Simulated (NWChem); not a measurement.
Molecule: C₂H₆BFO; SMILES FB(OC)C

```xyz
11

B     -0.0841     0.5249     0.0002
F     -0.8920     1.5937     0.0016
C      1.4823     0.7300    -0.0003
H      1.9607     0.2378     0.8563
H      1.7410     1.7922     0.0362
H      1.9466     0.3055    -0.9005
O     -0.7305    -0.6657    -0.0044
C     -0.0800    -1.9254     0.0026
H     -0.2364    -2.4096     0.9731
H     -0.5286    -2.5517    -0.7750
H      0.9963    -1.8441    -0.1841
```
Atoms are numbered in this order, from 1.

Results from NWChem. Medium grid unless said otherwise, to which SCAN and Minnesota functionals are sensitive. Geometry: optimised at B3LYP/6-31G* (spherical d). Hybrids' shares of exact exchange are those that their runs print; pure functionals count as 0. The functionals differ in more than this share.

| row | share of exact exchange | highest occupied level (eV) |
|---|---|---|
| PBE/def2-TZVP | 0.00 | -7.44 |
| r2SCAN/def2-TZVP | 0.00 | -7.76 |
| TPSSh/def2-TZVP | 0.10 | -8.16 |
| B3LYP/def2-TZVP | 0.20 | -8.78 |
| Hartree-Fock/def2-TZVP | 1.00 | withheld |

Task: Fit a straight line of the last column on the one before it, predict the withheld value, and compare with the run.

Result: 
1. Means of the 4 shown rows: x = 0.075, y = -8.035. Slope Σ(x − x̄)(y − ȳ)/Σ(x − x̄)² = -0.1615/0.02750 = -5.873; intercept -7.595.
2. The shown rows scatter about the line by 0.114 (root mean square); the largest residual is -0.17, at r2SCAN/def2-TZVP.
3. At x = 1.00 (Hartree-Fock/def2-TZVP; beyond the shown range) the line gives -13.47.
4. The run gives -12.95, +0.52 from the line, 4.6 times the scatter.
